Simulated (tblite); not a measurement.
**Question.** What does the GFN2-xTB structure of `F[C](F)OC(F)(F)F` [radical] look like in three dimensions? (Doublet state.)

**Answer.** 
Z-matrix in Å and degrees, rows numbered from 1:
```
F 
C   1  1.3188
F   2  1.3284  1  111.36
O   2  1.3732  1  111.14  3   131.21
C   4  1.3461  2  119.21  1  -166.63
F   5  1.3329  4  112.72  2   -48.20
F   5  1.3189  4  108.29  2  -167.78
F   5  1.3301  4  112.79  2    72.96
```

The 2 C–O bonds span 1.346 Å (O4–C5, drawn single) to 1.373 Å (C2–O4, drawn single), a spread of 0.027 Å. Of the pairs four or more bonds apart, F3···F8 is among the closest relative to their van der Waals radii: 2.73 Å, 93 % of the sum of Bondi's values. C2 (carbon bonded to 2 F and O) is pyramidal (angles 116.2°, 111.4° and 111.1°, sum 338.7°, 0.36 Å off the plane of its three neighbours).

Computed geometry: GFN2-xTB, gas phase. This method treats the open shell by occupation alone, without spin polarisation.

Point group: C1 (no symmetry element, even within 0.4 Å). Its lowest GFN2-xTB frequency is 7i cm⁻¹, too small to tell a flat minimum from a shallow saddle. Torsions: F1–C2–O4–C5 -167°. 2 starts were optimised and ended at 0.00 and 0.08 kcal/mol (GFN2-xTB); the lowest of these is shown.

Time: 0.15 s wall. Hardware: an Arm Neoverse V1 with one thread, shared host with 64 logical CPUs at a one-minute load of 46. These figures are those of the optimisation.

One conformer stands for the species.
